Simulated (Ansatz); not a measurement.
Reactions of BFH$_{4}$O$_{2}$Si, SMILES `B[Si](O)(O)F`.

Calculated with Ansatz (gas phase, PBE0-D4/def2-TZVP geometries, no zero-point term in ΔE). CCSD(T)/CBS is the MP2 limit (def2-TZVPP, def2-QZVPP) plus CCSD(T) − MP2 in def2-TZVPP, frozen cores. This one scheme is used for every species. DFT in def2-TZVPP. B3LYP here is the variant with VWN-RPA as its local correlation; programs differ in this. No spin–orbit coupling; open shells (•) take unrestricted orbitals. One conformer a species, not always the lowest.

| reaction | CCSD(T)/CBS(def2) (kJ/mol) |
| --- | --- |
| `B[Si](O)(O)F` → `[BH2]`• + `O[Si](O)F`• | 399 |
| `B[Si](O)(O)F` + `CNBN` → `BNBNC` + `O[SiH](O)F` | ? |
| `B[Si](O)(O)F` + H₂ → `O[SiH](O)F` + BH₃ | -44 |
| `B[Si](O)(O)F` + HCl → `O[Si](O)(F)Cl` + BH₃ | -123 |

**Question.** Fill in the missing values. (An estimate is asked.)

**Answer.** Computed: `B[Si](O)(O)F` + `CNBN` → `BNBNC` + `O[SiH](O)F`: -152.9 kJ/mol.

Largest T1 diagnostic: 0.014, for `O[Si](O)F`•.
